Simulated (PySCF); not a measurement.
How methods differ on the excitation energy of In

In [Kr] 4d10 5s2 5p1 (2P) → In [Kr] 4d10 5s2 5d1 (2D), as a difference of total energies. Computed with PySCF 2.14 in aug-cc-pwCVTZ-DK3 (10s9p7d4f1g, 109 functions), with the spin-free X2C one-electron Hamiltonian (Gaussian nucleus). Correlated levels: valence: [Kr] 4d10 frozen; valence and next inner shell: [Ar] 3d10 frozen. The calculations carry no spin-orbit coupling.

```
                                method  excitation energy (eV)
                                   UHF                   3.993
                                   LDA                   3.918
                                   PBE                   3.705
                                  PBE0                   3.858
                                r2SCAN                   4.022
                                M06-2X                   3.917
                                  PW91                   3.757
                             CAM-B3LYP                   4.108
                         MP2 (valence)                   4.028
                     SCS-MP2 (valence)                   4.032
    MP2 (valence and next inner shell)                   4.058
SCS-MP2 (valence and next inner shell)                   4.029
```

Task: How much does correlation contribute at MP2 (valence and next inner shell)?

Result: 4.058 − (3.993) = 0.065 eV, measured against UHF.

Errors of the correlated levels include the incompleteness of this basis and the frozen core.

The promoted electron is Rydberg-like, and one or two diffuse shells describe it only roughly, which tends to raise the upper state.

For comparison: 3.897 eV (measured; NIST levels, between the centres of gravity of the two terms).
